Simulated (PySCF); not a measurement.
# B4, triplet: computed properties

Level of theory: PySCF, UPBE0, basis B def2-TZVP (no relativity, density fitting).

The structure is a minimum.

Z-matrix (Å, degrees; charge 0 multiplicity 3):
```
B
B  1 1.5935
B  2 1.5935 1 90.00
B  1 1.5935 2 90.00 3 0.00
```

- Point group: D4h
- Bond lengths: B–B 1.593 Å (×4), B–B 2.254 Å (×2)
- Bond angles: B–B–B 45.0° (×8), B–B–B 90.0° (×4)
- Lowest empty level (β): -4.46 eV
- Zero-point energy: 26.9 kJ/mol
- Rotational symmetry number: 8
- Atomisation energy without zero-point energy: 1310 kJ/mol
- Principal polarisabilities: 45.6, 85.4, 85.4 bohr³
- Dipole moment: 0.00 D
- Highest occupied level (α): -6.24 eV
- Heat capacity Cp at 298.15 K: 54.0 J/(mol K)
- Rotational constants: 0.603, 0.603, 0.3015 cm⁻¹
- Entropy at 298.15 K and 1 bar (electronic part: spin only): 252.7 J/(mol K)
- Principal quadrupole moments (Buckingham, traceless) about the centre of mass: -1.01, 0.50, 0.50 D Å
- Enthalpy at 298.15 K above 0 K: 12.32 kJ/mol
- Spin squared ⟨S²⟩: 2.054

Harmonic modes (masses in u: B 11.009):
```
symmetry  ω (cm⁻¹)  IR (km/mol, summed over degenerate members)  μ (u)
     b2u       335                                          0.0  11.01
     b1g       364                                          0.0  11.01
      eu       855                                          299  11.01
     b2g      1025                                          0.0  11.01
     a1g      1057                                          0.0  11.01
```

In D4h the vibrations span b2u + b1g + eu + b2g + a1g. The a1g, b1g, b2g, b2u modes carry no infrared intensity, as symmetry demands. With a centre of inversion only u modes can be infrared active and only g modes Raman active.

Charges (e):
```tsv
atom	Mulliken	Löwdin	polar tensor	spin (Mulliken)	Mayer order to B1
B1	0.00	0.00	0.00	0.50	–
B2,4	0.00	0.00	0.00	0.50	1.29
B3	0.00	0.00	0.00	0.50	0.61
```
Other Mayer orders above 0.3: B–B 0.61, B–B 1.29 (×2).

Mulliken populations on B1: s 3.11, p 1.81, d 0.07, f 0.00.

This need not be the most stable arrangement of these atoms. At this level a singlet minimum of D2h symmetry lies 108 kJ/mol below this structure.

The final relaxation and frequency run took 18 s on 4 threads of a shared Arm Neoverse V1 host, with 124 basis functions and 6 gradients; the process peaked at 1.3 GiB.
